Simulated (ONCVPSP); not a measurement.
## Reading a pseudo-wave (Ni (Z = 28))

Columns: radius, all-electron u(r) and pseudo u(r) of the 3p shell (level -73.40 eV) of nickel in the configuration [Ne] 3s2 3p6 3d8 4s1.75; LDA (Perdew-Wang 92), scalar-relativistic, ONCV scheme, ONCVPSP 4.0.1.

```tsv
r (bohr)	all-electron	pseudo
0.063	-0.4071	0.0317
0.126	-0.6433	0.1219
0.189	-0.4876	0.2595
0.252	-0.1260	0.4297
0.315	0.2772	0.6151
0.378	0.6310	0.7963
0.441	0.9002	0.9548
0.504	1.0797	1.0787
0.567	1.1806	1.1636
0.630	1.2182	1.2070
0.693	1.2091	1.2070
0.756	1.1675	1.1675
0.819	1.1046	1.1046
0.882	1.0294	1.0294
0.945	0.9480	0.9481
1.008	0.8651	0.8651
1.071	0.7835	0.7835
1.134	0.7054	0.7055
1.197	0.6320	0.6320
1.260	0.5639	0.5640
1.323	0.5015	0.5015
1.386	0.4447	0.4447
1.449	0.3933	0.3933
1.512	0.3472	0.3472
1.575	0.3059	0.3059
1.638	0.2691	0.2691
```

Q: How many radial nodes do the two functions have?

A: The all-electron 3p function has n − l − 1 = 1; the pseudo-wave has 0, since the states of the same l below it are removed with the core.

Q: At about which radius was the pseudo-wave matched?

A: 0.75 bohr, where the columns begin to agree (steps of 0.06 bohr).

Q: Where does each function peak?

A: Outermost all-electron maximum near 0.63 bohr, pseudo maximum near 0.63 bohr (to the table’s step).

Q: Is the pseudo-wave norm-conserving?

A: Yes: the ONCV scheme keeps the norm inside the radius equal to the all-electron one, which fixes the energy derivative of the logarithmic derivative at the level.
